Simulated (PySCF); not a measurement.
C2H5F2Si (doublet state).
Numbering: `[F:1][C:2]([F:3])[CH2:4][SiH3:5]` (hydrogens: H6, H7 on C4; H8, H9, H10 on Si5)

Structure used (GFN2-xTB), in Å, numbered top down from 1:
```xyz
10
C2H5F2Si angstrom
F      1.999    1.049    0.215
C      1.533   -0.215    0.122
F      1.634   -0.794    1.337
C      0.313   -0.438   -0.644
Si    -1.258    0.355    0.201
H      0.154   -1.510   -0.745
H      0.438   -0.008   -1.636
H     -2.381    0.047   -0.682
H     -1.019    1.791    0.299
H     -1.405   -0.274    1.510
```

The hyperfine couplings belong to this conformer and change with its torsions.

Level of theory: UKS B3LYP, pcH-1 on C F H Si, non-relativistic, mean-field spin-orbit, GIAO (PySCF 2.14.0). One conformer (not necessarily the lowest) at the GFN2-xTB geometry, without solvent, vibrations or thermal averaging. The geometry wasn't refined by DFT: couplings that depend on bond lengths, twists or pyramidal angles can differ widely from those at the functional's own minimum. Stability of the SCF solution: not tested.

Task: What is the g tensor, term by term?

Result: 
| Δg (ppm) | 1 | 2 | 3 |
| --- | --- | --- | --- |
| relativistic mass correction | -243 | -243 | -243 |
| gauge correction | 11 | -13 | -10 |
| orbital Zeeman/spin–orbit | -208 | 2599 | 3044 |
| total | -440 | 2344 | 2791 |

So g = 2.00188, 2.00466, 2.00511 and g_iso = 2.00388; the tensor is close to axial: the two nearest values differ by 14 % of g3 − g1. Axes: g1 points within 1° of the C4–Si5 bond.

Task: At 9.333 GHz, how far is the centre of the isotropic spectrum from where a free electron (g = 2.002319) resonates?

Result: B = hν/(g μB) with μB/h = 13.99624 MHz/mT gives 333.02 mT for the free electron and 332.76 mT at g_iso, 0.26 mT lower.

Task: What are the electron Larmor frequencies g μB B/h along the three axes at 340 mT?

Result: 9.5264, 9.5396, 9.5418 GHz for g1, g2 and g3, a range of 15.4 MHz.

Task: In a frozen sample, at which fields do the three g values resonate at 9.5, 34, 94 and 263 GHz (hyperfine left aside), and which band first spreads them over more than twice a line width of 0.5 mT?

Result: 
| band | GHz | B(g3) mT | B(g2) mT | B(g1) mT | spread mT |
| --- | --- | --- | --- | --- | --- |
| X | 9.5 | 338.51 | 338.59 | 339.06 | 0.55 |
| Q | 34.0 | 1211.52 | 1211.79 | 1213.47 | 1.95 |
| W | 94.0 | 3349.49 | 3350.23 | 3354.89 | 5.40 |
| J | 263.0 | 9371.43 | 9373.52 | 9386.56 | 15.12 |

The spread grows in proportion to the frequency. Q band is the first where it exceeds 1.0 mT.

The Mulliken spin populations are largest on C2 (+0.83) and Si5 (+0.11). C2 is the only atom above +0.15. The angles at C2 add up to 344.2°, so it is pyramidal.

The HOMO–LUMO gaps are 5.93 eV among the α and 7.98 eV among the β orbitals.

On one thread of an Arm Neoverse V1, shared host with 32 logical CPUs at a one-minute load of 9.2, this took 25 s of wall time (grids of density and orbitals included) and 0.71 GiB of memory at its peak.
